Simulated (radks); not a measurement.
Q: Neutral xenon, [Xe]. Calculated with a radial shooting solver on a logarithmic mesh with Libxc functionals: non-relativistic Kohn-Sham, exchange-only PBE, spin-polarised, spherical densities, point nucleus. Every spin shell is full or empty, so the densities are truly spherical. Functionals are evaluated on that one density, not self-consistently. Rank these exchange functionals by their error against the exact value of the orbitals, and give that value: LDA, B88, PBEsol, revPBE, PW91, WC, SOGGA, B86b, EV93, APBE, SCAN, MS2, Tao-Mo.

A: Exact: -178.978 hartree. From best to worst, with 100 (|E| - |E exact|)/|E exact| (equal figures are ties): B88 +0.01, PW91 -0.02, B86b -0.03, SCAN +0.14, APBE +0.28, revPBE -0.31, EV93 -0.38, MS2 -0.62, Tao-Mo -0.83, WC -0.85, PBEsol -2.22, SOGGA -2.24, LDA -4.72.
